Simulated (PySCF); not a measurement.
## EPR parameters of C4H9OSi

Species: C4H9OSi (doublet state).
Atom-mapped SMILES: `[CH3:1]/[CH:2]=[CH:3]/[CH2:4][O:5][SiH2:6]` (hydrogens: H7, H8, H9 on C1; H10 on C2; H11 on C3; H12, H13 on C4; H14, H15 on Si6)

Geometry (GFN2-xTB, Å), atoms numbered from 1 in this order:
```
atom  x, y, z in Å
C1     2.840    0.462   -0.145
C2     1.447    0.344    0.375
C3     0.486   -0.364   -0.197
C4    -0.909   -0.467    0.319
O5    -1.809    0.004   -0.670
Si6   -3.419    0.101   -0.603
H7     2.958   -0.089   -1.074
H8     3.549    0.077    0.588
H9     3.085    1.509   -0.321
H10    1.246    0.877    1.297
H11    0.666   -0.893   -1.123
H12   -1.156   -1.513    0.547
H13   -1.029    0.123    1.235
H14   -3.896    1.040    0.405
H15   -4.064   -1.202   -0.482
```

The hyperfine couplings belong to this conformer and change with its torsions.

The calculation used PySCF 2.14.0, UKS B3LYP, pcH-1 on C H O Si, non-relativistic, mean-field spin-orbit, GIAO. Isolated species at its GFN2-xTB geometry (one conformer only). A GFN2-xTB geometry isn't a minimum of the functional, and hyperfine couplings can be far from their values at a DFT geometry, by a factor of two or more for some ions and for spin on atoms past the first row. No stability test was run, so a lower SCF solution isn't excluded.

```json
{"g1, g2, g3": "2.00156, 2.00211, 2.00413", "g_iso": "2.00260", "Form of g": "rhombic: the two nearest values differ by 21 % of g3 − g1", "⟨S²⟩": "0.7511 (exact 0.7500)", "α and β electrons": "28, 27", "HOMO–LUMO gap, α and β orbitals": "5.42, 4.85 eV", "Total energy": "-522.53816 Eh", "Basis functions": "250"}
```

Isotropic coupling and dipolar principal values T1 to T3, in mT (MHz turned into mT with g_iso):

```csv
atom,isotope,a_iso,of which spin–orbit,T1,T2,T3,Mulliken spin population
C1,13C,0.00,0.00,0.00,0.00,0.01,0.00
C2,13C,0.02,0.00,-0.01,0.00,0.01,0.00
C3,13C,-0.04,0.00,-0.02,-0.01,0.03,0.00
C4,13C,1.33,0.00,-0.11,-0.11,0.21,0.02
O5,17O,-2.88,0.00,-0.35,0.15,0.20,0.00
Si6,29Si,-21.52,0.04,-5.89,2.94,2.95,0.94
H7,1H,0.00,0.00,-0.01,-0.01,0.02,0.00
H8,1H,0.01,0.00,-0.01,-0.01,0.02,0.00
H9,1H,0.01,0.00,-0.01,-0.01,0.02,0.00
H10,1H,0.00,0.00,-0.02,-0.01,0.03,0.00
H11,1H,0.00,0.00,-0.04,-0.03,0.07,0.00
H12,1H,-0.08,0.00,-0.09,-0.04,0.14,0.00
H13,1H,-0.07,0.00,-0.09,-0.04,0.14,0.00
H14,1H,2.46,0.00,-0.34,0.04,0.30,0.02
H15,1H,2.44,0.00,-0.34,0.04,0.30,0.02
```

The largest Mulliken spin population is on Si6 (+0.94). The angles at Si6 add up to 338.1°, so it is pyramidal.

Axes: g3 points within 5° of the O5–Si6 bond.

Under fast tumbling the dipolar parts average out, and these isotropic splittings remain: 2 × 1H (H14/H15, I = 1/2, 3 lines) with 2.45 mT and 2 × 1H (H12/H13, I = 1/2, 3 lines) with 0.08 mT.

Nuclei that the bonding pattern makes equivalent are averaged, as if the motion that swaps them (rotation, inversion, ring flip) were fast.

The 17O coupling of O5 (-80.7 MHz) shows only in satellite lines or after enrichment, since that isotope makes up about 0.038 % of natural oxygen.

The 29Si coupling of Si6 (-603.2 MHz) shows only in satellite lines or after enrichment, since that isotope makes up about 4.7 % of natural silicon.

On AMD EPYC 7B13, one thread, shared host with 96 logical CPUs at a one-minute load of 42, this took 42 s wall (with the writing of density and orbital grids) and 0.86 GiB of memory at its peak.
